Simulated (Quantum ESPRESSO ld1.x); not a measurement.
Task: The mean radii <r> (bohr) of the occupied orbitals of an atom or ion are listed with their occupations. All-electron calculation, scalar-relativistic Kohn-Sham, LDA (Slater exchange, Perdew-Wang correlation), spin-polarised, spherical densities, point nucleus. Program: ld1.x of Quantum ESPRESSO 7.5.

orbital  occ.      <r>
1s down     1  0.01835
1s up       1  0.01835
2s up       1  0.07761
2s down     1  0.07761
2p up       3  0.06946
2p down     3  0.06946
3s up       1   0.2012
3s down     1   0.2012
3p up       3   0.2014
3p down     3   0.2014
3d up       5   0.1824
3d down     5   0.1824
4s up       1   0.4498
4s down     1   0.4498
4p up       3   0.4783
4p down     3   0.4783
4d up       5   0.5117
4d down     5   0.5115
5s up       1    1.069
5s down     1    1.063
5p up       3    1.251
5p down     3    1.241
4f up       7   0.6098
4f down     7   0.6053
5d up       4    1.865

Name the element and its charge. Open shells, if any, are filled with parallel spins first.

Result: Z = 74, tungsten, charge +2: W2+ in [Xe] 4f14 5d4. The 1s radius gives Z: for a bare nucleus <r> = (2 gamma + 1)/(2Z) with gamma = sqrt(1 - (Z/c)^2), 0.01813 bohr for Z = 74, and screening makes it slightly larger (0.01835 here). The occupations add up to 72, and the charge is Z minus that.
